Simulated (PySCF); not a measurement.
This script is equivalent to a calculation on Zn+ (zinc, charge +1).

```python
from pyscf import gto, scf, dft, mp, cc
import basis_set_exchange as bse
txt = bse.get_basis("aug-cc-pVDZ-PP", elements=["Zn"], fmt="nwchem", header=False)
cut = txt.index("\nECP")
mol = gto.M(atom="Zn 0 0 0", charge=1, spin=1, symmetry="D2h",
            basis=gto.basis.parse(txt[:cut]),
            ecp={"Zn": gto.basis.parse_ecp(txt[cut:])})
mf = scf.UHF(mol)
mf.irrep_nelec = {'Ag': (4, 3), 'B1g': (1, 1), 'B2g': (1, 1), 'B3g': (1, 1), 'B1u': (1, 1), 'B2u': (1, 1), 'B3u': (1, 1)}
mf.kernel()
```

Q: What total energy does it give?

A: -225.66323 hartree (calculated).

Q: Which occupied shell lies highest, and where?

A: 4s α, at -16.900 eV.

Q: What is ⟨S²⟩, and what would a pure spin state give?

A: 0.751, against 0.75.

Energies and moments cover only the electrons outside the core potential.
